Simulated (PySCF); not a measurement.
**Identify the compound**

The spectra below were simulated for a compound C6H5BF2O.

1H NMR (400 MHz, computed): δ 8.16 (dd, J = 8.5, 1.5 Hz, 1H), 7.93 (ddd, J = 9.4, 8.0, 1.5 Hz, 1H), 7.17 (d, J = 9.4 Hz, 1H), 7.08 (br s, 1H), 6.97 (tt, J = 8.2, 1.3 Hz, 1H).

13C{1H} NMR (computed): δ 177.9 (C, t, J = 3.5 Hz), 151.5 (CH), 150.9 (CH, t, J = 5.8 Hz), 121.9 (CH), 120.1 (CH), 104.4 (C, t, J = 27.8 Hz).

- B3LYP/pcJ-1 coupling constants (spin–dipole term only in couplings to heteroatoms)
- GIAO HF/pcSseg-1 shieldings
- PBE0-D3(BJ)/def2-SVP geometry
- code: PySCF
- one computed conformer, non-relativistic Hamiltonian, isolated molecule, rapidly exchanging positions averaged

Chemical shifts δ = σref − σ; 1H (σ = 31.69 ppm), 13C (σ = 190.85 ppm) against TMS, all at this level.

Task: What is the structure?

Result: 
1. 6 carbon signals for 6 carbons: no two carbons are equivalent.
2. Carbon types of the structure: 2 × C, 4 × CH, leaving 1 H on heteroatoms.
3. δC 177.9: aromatic carbon bearing oxygen; the electronegative substituent deshields the carbon that carries it.
4. δC 151.5, 150.9, 121.9, 120.1: aromatic CH.
5. δC 104.4: substituted aromatic carbon.
6. δH 8.16, 7.93, 7.17, 6.97: hydrogen on an aromatic CH.
7. δH 7.08: hydrogen on a phenol-type oxygen; exchangeable; this is the value without hydrogen bonding to other molecules.
8. The protons at 7.17 and 7.93 share a coupling of 9.4 Hz (vicinal, an ortho-type coupling).
9. The protons at 6.97 and 8.16 share a coupling of 8.5 Hz (vicinal, an ortho-type coupling).
10. The protons at 7.93 and 6.97 share a coupling of 8.0 Hz (vicinal, an ortho-type coupling).

These data were computed for SMILES Oc1ccccc1B(F)F.

The data come from this structure; uniqueness wasn't tested.

Exchangeable OH/NH protons stand at their gas-phase positions; hydrogen bonding in a real sample shifts them, mostly to higher δ. A carbon bonded to boron is broadened by the quadrupolar boron nucleus and is often missing from a measured spectrum. C–F couplings over four or more bonds (about 3 Hz to the para carbon of a fluoroarene) are left out. Splittings below 1 Hz are ignored in the labels, and close J values are merged. Unscaled 3J(H,H) at this level run about 10 % above measured values. Shifts are as computed. Against solution values, carbons near 30 ppm lie about -0 ppm off and those near 130 ppm about +7 ppm. Of 1309 compounds with measured shifts, 239 miss one by over three times the rms of a fit or turn the order of signals round; such compounds aren't used in these exercises.
